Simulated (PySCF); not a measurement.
## Ionising BiCl

PBE; basis Bi def2-SVP with ECP60, Cl def2-SVP; scalar-relativistic core potentials; PySCF 2.14. Neutral (UKS): triplet (π ↑↑), Re = 2.487 Å, ωe = 330 cm⁻¹, De = 3.19 eV, HOMO -5.02 eV, LUMO -3.65 eV.

BiCl⁺ (UKS): doublet (π ↑), Re = 2.397 Å, ωe = 383 cm⁻¹. The energies at the minima are -674.54561 hartree for BiCl and -674.24615 for BiCl⁺.

**Question.** Work out the adiabatic ionisation energy, without and with harmonic zero-point energies (1 hartree = 27.2114 eV, 1 eV = 8065.5 cm⁻¹), and the change of the bond length.

**Answer.** At PBE: 0.29946 hartree = 8.149 eV between the minima; the zero-point term (383.0 − 330.0)/2 cm⁻¹ = +0.003 eV makes it 8.152 eV. Re changes by -9.0 pm against the neutral. The electron leaves a π orbital, and the shorter bond of the ion fits an antibonding orbital, or a change in how ionic the bond is.

Spin–orbit coupling is left out, which matters for elements this heavy, above all for dissociation energies. States were picked by a PBE0 search and need not be the measured ground states.
